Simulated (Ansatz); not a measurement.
Geometry optimisation, RKS BLYP-D4/def2-SVP (Ansatz).

Input file:

```yaml
crystal:
  periodic: [false, false, false]
  atoms:
    - { symbol: Si, position_ang: [-0.053441, 0.411133, 0.54139] }
    - { symbol: F, position_ang: [-0.488226, -2.005817, -1.141538] }
    - { symbol: C, position_ang: [1.153235, 0.666667, -0.649897] }
    - { symbol: H, position_ang: [0.204515, -1.40424, -1.276033] }
    - { symbol: O, position_ang: [-1.694933, 0.65594, 0.430941] }
    - { symbol: O, position_ang: [0.256988, -0.240351, 2.031196] }
    - { symbol: H, position_ang: [2.199801, 0.423564, -0.418501] }
    - { symbol: H, position_ang: [0.961161, 1.310696, -1.521081] }
    - { symbol: H, position_ang: [-2.03144, 0.844927, -0.46566] }
    - { symbol: H, position_ang: [-0.50756, -0.662619, 2.469183] }
basis:
  gaussian: { orbitals: def2-SVP }
hamiltonian:
  xc: blyp
  dispersion: d4
relax:
  f_tol: 0.03
  max_steps: 50
output:
  orbitals: {}
```

Launched with:

```bash
$ ansatz run input.yaml --threads 2 --pin off --max-ram 3072MiB --backend cpu --events-out ev --progress --plain --runs-dir out
```

Q: Where does it end, and by what steps?

A: The forces met the threshold. The force dipped under the threshold on the way, but the program's further checks kept it going. After 25 steps the energy has fallen by 3.748 eV; H4 moved furthest, 1.80 Å. Parted: F2–H4 (0.93 → 3.13 Å). Joined: Si1–F2 (2.98 → 1.65 Å), C3–H4 (2.36 → 1.11 Å).

```tsv
step	energy less start (eV)	largest force component (eV/Å)	accepted
0	0.0000	1.133	yes
1	-0.1020	0.703	yes
2	-0.1289	0.360	yes
3	-0.1544	0.252	yes
4	-0.1681	0.158	yes
5	-0.2113	0.320	yes
6	-0.2874	0.704	yes
7	-0.4361	1.243	yes
8	-1.4568	2.742	yes
9	-2.4777	2.076	yes
10	-3.1602	1.497	yes
11	-3.4795	0.752	yes
12	-3.6562	0.337	yes
13	-3.6529	1.471	no
14	-3.7005	0.184	yes
15	-3.7097	0.110	yes
16	-3.7140	0.078	yes
17	-3.7252	0.056	yes
18	-3.7282	0.088	yes
19	-3.7286	0.301	yes
20	-3.7451	0.053	yes
21	-3.7341	0.329	no
22	-3.7465	0.021	yes
23	-3.7474	0.041	yes
24	-3.7477	0.091	yes
25	-3.7480	0.027	yes
```

```xyz
10
Properties=species:S:1:pos:R:3
Si -0.343 -0.238 0.220
F -1.181 -1.463 -0.495
C 1.091 0.225 -0.874
H 1.798 -0.625 -0.968
O -1.449 0.985 0.500
O 0.268 -0.720 1.688
H 1.643 1.088 -0.449
H 0.745 0.501 -1.892
H -2.185 1.051 -0.135
H -0.386 -0.805 2.406
```

Run time: 34 s on 2 threads of Intel(R) Xeon(R) Platinum 8488C (Sapphire Rapids) (shared host), peak memory 0.17 GiB.
